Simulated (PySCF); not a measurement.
CH8ClNSi2, SMILES C[Si@@](N)([SiH3])Cl. The structure is a stationary point at PBE-D3(BJ)/def2-SVP. The structure was generated by enumeration; whether it is a known compound was not checked. One conformer was computed; it need not be the lowest.

Computed equilibrium geometry at PBE-D3(BJ)/def2-SVP (PySCF confirms it by a frequency run) as Cartesian coordinates in Å (one conformer of several):
```xyz
13

C     -1.2153    -1.3721     1.1118
Si    -0.3064     0.0486     0.2849
N     -0.8321     1.5394     1.0070
Si     2.0348    -0.0403     0.4159
Cl    -0.7246    -0.0942    -1.7938
H     -1.0030    -1.3892     2.1996
H     -0.9080    -2.3399     0.6694
H     -2.3102    -1.2657     0.9651
H     -0.3818     2.4078     0.7039
H     -1.8393     1.6938     1.1196
H      2.6215     1.1948    -0.2171
H      2.5097    -0.1124     1.8445
H      2.5488    -1.2470    -0.3220
```
Charge 0, spin multiplicity 1.
